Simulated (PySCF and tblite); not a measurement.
Values are calculated unless marked as measured or tabulated.
C₇H₄F₄O, numbered as in [O:1]=[C:2]1[C:3]([C:4]([F:5])=[C:6]([F:7])[F:8])=[CH:9][C@@H:10]1[CH2:11][F:12].

The ensemble was built from 90 distance-geometry starts (ETKDG and KDG, MMFF94s, GFN2-xTB) and rests on GFN2-xTB geometries. Free energies are CAM-B3LYP-D3(BJ)/pcSseg-1 (IEF-PCM, dichloromethane) single points with GFN2-xTB rigid-rotor and vibrational terms (modes under about 100 cm⁻¹ blended into free rotors). Symmetry numbers and mirror images are counted. Conformers within 2.5 kcal/mol (GFN2-xTB free energy) were kept, 4 at most. Programs: PySCF with density fitting and tblite.

Rotational constants are equilibrium values for the commonest isotopes; dipoles come from the energy level named and are polarised by its solvent model.

Torsions listed: C2–C3–C4–F5, C2–C10–C11–F12. The 4-ring runs over atoms 2–3–9–10.

| conformer | shape | symmetry |
| --- | --- | --- |
| 1 | 4-ring flat; 179°, 51° | C1 |
| 2 | 4-ring flat; 0°, 51° | C1 |
| 3 | 4-ring flat; -179°, 178° | C1 |
| 4 | 4-ring flat; 0°, 177° | C1 |

Problem. Give the rotational constants and dipole components.

Solution. 
```tsv
conformer	A (MHz)	B (MHz)	C (MHz)	abs μa (D)	abs μb (D)	abs μc (D)	κ	Ic−Ia−Ib (u Å²)
1	1710	551	472	3.02	2.92	2.52	-0.87	-142.3
2	1647	543	457	1.34	4.47	3.14	-0.85	-131.1
3	1989	471	392	0.84	1.77	0.17	-0.90	-39.7
4	1681	489	390	0.08	2.91	0.32	-0.85	-36.7
```

The cap on conformers cut off some of the population, so the set may be incomplete.


Conformer gaps in pcSseg-1 on xTB geometries can be 2 kcal/mol off for S=O, P=O and other polar bonds.